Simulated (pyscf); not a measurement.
Structures and frequencies: ωB97X-D3(BJ)/def2-SVP in PySCF. Correlated levels are frozen-core, on RHF or UHF. ΔMP2 is the change of the MP2 total energy from the triple- to the quadruple-zeta basis.

Problem. For the elementary gas-phase step H₂Si=SiH–SiH₃ → :HSi–SiH₂–SiH₃ [singlet] (singlet surface; H–Si broken, H–Si formed), what barrier and reaction energy does CCSD(T)/def2-TZVPP + ΔMP2(QZVPP) give, measured from the reactant's lowest minimum found?

Solution. ΔE‡ = 18.0 kcal/mol, ΔE = +2.8 kcal/mol. Zero-point energy shifts the barrier by -1.5 kcal/mol. It is a hydrogen shift, with an imaginary mode of 574i cm⁻¹. On the product side the descent ends in a point of other shape or electronic state (no frequency run), 9.4 kcal/mol over the lowest minimum found and 8.2 kcal/mol under the saddle at ωB97X-D3(BJ)/def2-TZVP. :HSi–SiH₂–SiH₃ [singlet] is closed by a dative Si–Si, H–Si contact. H₂Si=SiH–SiH₃ lies 10.9 kcal/mol over its isomer cyclic H₆Si₃ (SMILES [SiH2]1[SiH2][SiH2]1) (electronic energy, ωB97M-D3(BJ)/def2-TZVP). :HSi–SiH₂–SiH₃ [singlet] lies 9.9 kcal/mol over its isomer cyclic H₆Si₃ (SMILES [SiH2]1[SiH2][SiH2]1) (electronic energy, ωB97M-D3(BJ)/def2-TZVP). This is the saddle that the search found; another between the same sides may lie lower. The CCSD(T) − MP2 part came from Ansatz, without density fitting, on the same reference.
